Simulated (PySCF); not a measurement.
PySCF job for CH₆ClFSi₂, SMILES C[Si@](F)(Cl)[SiH3], B3LYP-D3(BJ)/def2-SVP. Coordinates come from a B3LYP-D3(BJ)/def2-SVP optimisation. The structure was generated by enumeration; whether it is a known compound was not checked.

```python
import numpy as np
from pyscf import gto, scf, dft, df
from pyscf.hessian import thermo

mol = gto.M(
    atom='''
    C    -1.72647749   -0.99807212    0.76316319
    Si   -0.24440223    0.03735549    0.31463310
    F    -0.01288073    1.13854476    1.49732774
    Si    1.76276427   -1.12000084   -0.02855338
    Cl   -0.66141735    1.09690813   -1.42899210
    H    -2.61469559   -0.35797831    0.88619452
    H    -1.54907565   -1.53785793    1.70727978
    H    -1.93637443   -1.73444643   -0.02845478
    H     2.84311577   -0.15769885   -0.38467918
    H     2.14962549   -1.87348891    1.20071005
    H     1.56922234   -2.08740297   -1.14822977
    ''',
    basis='def2-SVP',
    charge=0,
    spin=0,
    max_memory=1600,
    verbose=3,
)
mf = dft.RKS(mol, xc='b3lyp').density_fit(auxbasis='def2-universal-jkfit')
mf.disp = 'd3bj'
mf.grids.level = 3
mf.conv_tol = 1e-11
mf.max_cycle = 100
mf.kernel()

# [left out here: the lines that compute and print the analytic Hessian (its translational invariance restored by hand, since the grid's response is missing), thermochemistry and intensities]
```

Program output:

```
converged SCF energy = -1180.50015682554

WARN: DFTD3 does not support analytical Hessian, using finite difference


WARN: Mole.unit (angstrom) is changed to Bohr

Mode                                 0                   1                   2
Irrep
Freq [cm^-1]                      105.2653            108.5653            130.7713
Reduced mass [au]                   1.1026              4.0999              3.0324
Force const [Dyne/A]                0.0072              0.0285              0.0306
Char temp [K]                     151.4534            156.2013            188.1508
Normal mode                   x     y     z       x     y     z       x     y     z
       0   C                -0.02  0.02  0.03   -0.05  0.03  0.03   -0.11  0.09 -0.01
       1  Si                -0.01 -0.00  0.01   -0.02 -0.01  0.05   -0.02 -0.04 -0.02
       2   F                 0.00  0.01  0.00   -0.06  0.01  0.04    0.08 -0.08 -0.00
       3  Si                -0.00  0.02 -0.02   -0.01  0.04 -0.08    0.04  0.05  0.02
       4  Cl                 0.01 -0.03 -0.01    0.08 -0.05 -0.00   -0.02 -0.01 -0.00
       5   H                -0.01  0.04  0.00   -0.04  0.06 -0.02   -0.01  0.21  0.09
       6   H                -0.03  0.06  0.06   -0.10  0.06  0.06   -0.13 -0.01 -0.06
       7   H                -0.02 -0.00  0.06   -0.04  0.01  0.05   -0.26  0.19 -0.06
       8   H                 0.09  0.11  0.50   -0.12  0.09 -0.28   -0.06  0.16  0.02
       9   H                -0.23 -0.42 -0.21    0.21  0.11 -0.11    0.09  0.15  0.07
      10   H                 0.16  0.41 -0.39   -0.13 -0.00 -0.02    0.19 -0.01  0.06
Mode                                 3                   4                   5
Irrep
Freq [cm^-1]                      155.0132            194.3053            234.7110
Reduced mass [au]                   1.0755              3.3678              5.5815
Force const [Dyne/A]                0.0152              0.0749              0.1812
Char temp [K]                     223.0295            279.5620            337.6969
Normal mode                   x     y     z       x     y     z       x     y     z
       0   C                -0.02  0.02 -0.01   -0.01  0.04 -0.15    0.03 -0.08 -0.02
       1  Si                -0.00 -0.01 -0.01    0.04  0.04  0.05   -0.04  0.03  0.01
       2   F                 0.03 -0.03 -0.00    0.02  0.05  0.05    0.12 -0.03  0.03
       3  Si                 0.01  0.00  0.00    0.01 -0.01 -0.01   -0.09  0.05  0.02
       4  Cl                -0.01  0.01  0.01   -0.05 -0.06  0.02    0.02 -0.02 -0.03
       5   H                -0.13 -0.03 -0.56   -0.01  0.06 -0.23   -0.07 -0.22 -0.01
       6   H                -0.24  0.44  0.27   -0.19 -0.08 -0.18    0.09 -0.11 -0.06
       7   H                 0.29 -0.35  0.24    0.08  0.14 -0.27    0.15 -0.07 -0.07
       8   H                -0.01  0.03 -0.01    0.05 -0.06 -0.03   -0.09  0.07  0.03
       9   H                 0.03  0.04  0.02    0.02 -0.08 -0.05   -0.08  0.07  0.03
      10   H                 0.04 -0.02  0.02   -0.10  0.03 -0.03   -0.05  0.04  0.02
Mode                                 6                   7                   8
Irrep
Freq [cm^-1]                      244.9445            412.3780            507.7975
Reduced mass [au]                   8.1063              5.8837              1.4641
Force const [Dyne/A]                0.2866              0.5895              0.2224
Char temp [K]                     352.4206            593.3202            730.6075
Normal mode                   x     y     z       x     y     z       x     y     z
       0   C                -0.05 -0.06 -0.03   -0.07 -0.05  0.03   -0.01 -0.02  0.01
       1  Si                -0.03 -0.05  0.02   -0.07  0.03  0.05    0.03 -0.05  0.02
       2   F                 0.04  0.09 -0.13    0.03  0.04  0.04    0.01 -0.01 -0.02
       3  Si                -0.00  0.01 -0.00    0.08 -0.06 -0.01    0.00  0.03  0.06
       4  Cl                 0.02  0.01  0.07   -0.01  0.03 -0.06   -0.01  0.03 -0.04
       5   H                -0.07 -0.08 -0.05   -0.15 -0.17  0.04    0.04  0.06 -0.01
       6   H                -0.10 -0.12 -0.06   -0.02 -0.09 -0.01   -0.06 -0.01  0.02
       7   H                 0.01 -0.02 -0.09    0.04 -0.04 -0.02   -0.08 -0.02  0.02
       8   H                -0.09  0.10  0.00    0.00  0.03 -0.02    0.03 -0.10 -0.21
       9   H                 0.09  0.00 -0.03    0.20 -0.07 -0.05    0.26 -0.28 -0.22
      10   H                 0.05  0.02 -0.02    0.13 -0.03 -0.04   -0.58  0.26 -0.06
Mode                                 9                  10                  11
Irrep
Freq [cm^-1]                      515.0846            555.2562            720.8556
Reduced mass [au]                   1.2661              3.5066              3.4611
Force const [Dyne/A]                0.1979              0.6370              1.0597
Char temp [K]                     741.0920            798.8901           1037.1508
[...]
       4  Cl                 0.00 -0.00 -0.00   -0.00  0.00 -0.00   -0.00 -0.00 -0.00
       5   H                 0.09  0.08  0.02    0.01  0.00  0.02    0.01  0.01  0.01
       6   H                -0.02  0.06  0.04    0.02  0.02  0.00   -0.01  0.01  0.01
       7   H                -0.16 -0.07  0.06   -0.02 -0.02  0.02   -0.04 -0.02  0.02
       8   H                -0.14  0.23  0.19   -0.08 -0.15 -0.61   -0.26  0.20 -0.31
       9   H                -0.13  0.19  0.17   -0.28  0.12  0.18   -0.38 -0.57 -0.22
      10   H                -0.33  0.07 -0.02    0.29  0.41 -0.40    0.15 -0.33  0.28
Mode                                18                  19                  20
Irrep
Freq [cm^-1]                     1273.3118           1424.6614           1425.5869
Reduced mass [au]                   1.2668              1.0491              1.0488
Force const [Dyne/A]                1.2101              1.2545              1.2558
Char temp [K]                    1832.0122           2049.7706           2051.1021
Normal mode                   x     y     z       x     y     z       x     y     z
       0   C                 0.11  0.07 -0.03   -0.01 -0.01 -0.06    0.03 -0.05  0.00
       1  Si                -0.01 -0.01  0.00   -0.00 -0.00 -0.00    0.00 -0.00 -0.00
       2   F                 0.00  0.00  0.00   -0.00 -0.00  0.00   -0.00  0.00 -0.00
       3  Si                 0.00  0.00 -0.00    0.00  0.00  0.00   -0.00  0.00 -0.00
       4  Cl                -0.00  0.00 -0.00    0.00  0.00  0.00   -0.00  0.00  0.00
       5   H                -0.25 -0.43  0.10    0.14  0.05  0.69   -0.17 -0.32  0.01
       6   H                -0.47 -0.19 -0.06   -0.43  0.22  0.16   -0.03  0.52  0.33
       7   H                -0.40 -0.15  0.29    0.42 -0.11 -0.06   -0.27  0.47 -0.39
       8   H                 0.01 -0.01 -0.00    0.00 -0.00  0.00    0.00 -0.00 -0.00
       9   H                -0.00 -0.00 -0.00    0.00  0.00 -0.00   -0.00 -0.00 -0.00
      10   H                 0.00 -0.00  0.00   -0.00 -0.00 -0.00    0.00 -0.00  0.00
Mode                                21                  22                  23
Irrep
Freq [cm^-1]                     2212.2148           2221.0390           2234.0233
Reduced mass [au]                   1.0229              1.0498              1.0483
Force const [Dyne/A]                2.9494              3.0513              3.0825
Char temp [K]                    3182.8845           3195.5806           3214.2621
Normal mode                   x     y     z       x     y     z       x     y     z
       0   C                -0.00  0.00  0.00   -0.00  0.00 -0.00   -0.00  0.00 -0.00
       1  Si                 0.00 -0.00 -0.00    0.00 -0.00  0.00   -0.00 -0.00  0.00
       2   F                -0.00  0.00  0.00   -0.00 -0.00 -0.00    0.00  0.00  0.00
       3  Si                -0.01  0.02 -0.01    0.01  0.01  0.04   -0.02 -0.03  0.01
       4  Cl                -0.00  0.00 -0.00   -0.00  0.00 -0.00    0.00  0.00 -0.00
       5   H                -0.00 -0.00  0.00   -0.00 -0.00 -0.00   -0.00 -0.00  0.00
       6   H                -0.00  0.00 -0.00    0.00  0.00  0.00    0.00  0.00 -0.00
       7   H                 0.00  0.00  0.00   -0.00  0.00  0.00    0.00  0.00 -0.00
       8   H                 0.19  0.19 -0.07    0.06  0.06 -0.01    0.68  0.60 -0.22
       9   H                 0.20 -0.39  0.65   -0.15  0.29 -0.45   -0.06  0.08 -0.14
      10   H                -0.08 -0.34 -0.40   -0.10 -0.52 -0.59    0.02  0.14  0.17
Mode                                24                  25                  26
Irrep
Freq [cm^-1]                     3032.1154           3129.1267           3132.7054
Reduced mass [au]                   1.0348              1.1030              1.1028
Force const [Dyne/A]                5.6052              6.3634              6.3768
Char temp [K]                    4362.5390           4502.1167           4507.2656
Normal mode                   x     y     z       x     y     z       x     y     z
       0   C                 0.04  0.03 -0.01   -0.05  0.04 -0.07    0.03 -0.06 -0.05
       1  Si                -0.00 -0.00  0.00   -0.00  0.00 -0.00    0.00 -0.00 -0.00
       2   F                 0.00  0.00  0.00    0.00  0.00  0.00    0.00  0.00  0.00
       3  Si                 0.00  0.00 -0.00    0.00  0.00 -0.00   -0.00 -0.00 -0.00
       4  Cl                -0.00  0.00 -0.00    0.00 -0.00  0.00   -0.00  0.00  0.00
       5   H                -0.45  0.34  0.06    0.39 -0.28 -0.07   -0.50  0.35  0.06
       6   H                 0.11 -0.28  0.51    0.11 -0.37  0.64    0.02 -0.05  0.07
       7   H                -0.10 -0.36 -0.40    0.05  0.22  0.22    0.15  0.48  0.52
       8   H                 0.00 -0.00 -0.00    0.00 -0.00  0.00   -0.00  0.00  0.00
       9   H                -0.00 -0.00  0.00    0.00 -0.00  0.00    0.00  0.00  0.00
      10   H                -0.00 -0.00 -0.00    0.00  0.00  0.00    0.00  0.00  0.00
temperature 298.1500 [K]
pressure 101325.00 [Pa]
Rotational constants [GHz] 2.45543 1.71566 1.42759
Symmetry number 1
Zero-point energy (ZPE) 0.06655 [Eh]   174735.421 [J/mol]
                           tot       elec      trans        rot        vib
Entropy [J/mol/K]       380.101      0.000    169.325    118.704     92.072
Cv [J/mol/K]            119.288      0.000     12.472     12.472     94.345
Cp [J/mol/K]            127.602      0.000     20.786     12.472     94.345
Internal energy [J/mol]                      3718.434   3718.434 189806.167
Internal energy [Eh]   -1180.42503  -1180.50016
Enthalpy [J/mol]                             6197.391   3718.434 189806.167
Enthalpy [Eh]          -1180.42409
Gibbs free energy [J/mol]                  -44286.759 -31673.086 162354.774
Gibbs free energy [Eh] -1180.46725
static polarisability / bohr^3: [[74.552 -5.095 -0.407]
 [-5.09  64.692 -6.853]
 [-0.402 -6.853 64.944]]
largest difference of analytic and finite-field dipole derivatives / e: 0.0008461235254432209
mode   freq/cm-1   IR/(km/mol)   Raman/(A^4/amu)   depolarisation
   1      105.27         0.262             0.125            0.747
   2      108.57         1.124             1.130            0.745
   3      130.77         1.304             0.778            0.614
   4      155.01         0.103             0.091            0.641
   5      194.31         3.075             1.730            0.741
   6      234.71        19.495             4.486            0.390
   7      244.94        12.846             1.282            0.719
   8      412.38        11.871            15.366            0.070
   9      507.80        40.128             9.635            0.699
  10      515.08        15.795            12.747            0.692
  11      555.26        74.733             3.763            0.702
  12      720.86        47.734             5.915            0.215
  13      784.86        42.759             1.615            0.712
  14      795.47       163.850             0.860            0.616
  15      878.49       162.332             4.082            0.718
  16      903.26        52.510             2.806            0.644
  17      939.13        57.034            22.870            0.743
  18      942.53        61.507            23.206            0.748
  19     1273.31        25.173             1.267            0.348
  20     1424.66         7.029            12.833            0.747
  21     1425.59         2.544             9.964            0.750
  22     2212.21        57.091           224.043            0.041
  23     2221.04        84.258           102.620            0.700
  24     2234.02        75.796           130.244            0.519
  25     3032.12         0.280           137.635            0.006
  26     3129.13         1.484            91.024            0.740
  27     3132.71         1.049            86.965            0.703
max |gradient| / (hartree/bohr): 0.00018937547416769944
APT charges: [-0.4077  1.57   -0.6608  0.6639 -0.5738  0.0228  0.0303  0.0401 -0.2234
 -0.2369 -0.2244]
```

Self-consistency was reached.
